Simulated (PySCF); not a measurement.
Computed shifts of a molecule C₄H₆OSi, PBE0/pcSseg-1 (PySCF), GIAO, gas phase, atoms alike by connectivity averaged where their shifts nearly agree, in ppm (number of nuclei): ²⁹Si: -81.4 (1). ¹³C: 156.1 (1), 154.0 (1), 133.4 (1), 118.1 (1). ¹H: 8.08 (1), 7.35 (1), 6.87 (1), 4.70 (3). References: ²⁹Si against TMS (σ = 352.7 ppm); ¹³C against TMS (σ = 186.3 ppm); ¹⁷O against H2O (σ = 334.2 ppm); ¹H against TMS (σ = 31.56 ppm), references at their B3LYP-D3(BJ)/def2-TZVP geometries, non-relativistic. Coordinates come from a ωB97X-D3(BJ)/def2-SVP optimisation. One conformer was computed; it need not be the lowest.

Identify the compound among the candidates.
A. [SiH3]c1ccco1
B. C#C[SiH2]CC=O
C. O[SiH]1C=CC=C1
D. C=C1O[SiH2]C1=C

A, [SiH3]c1ccco1
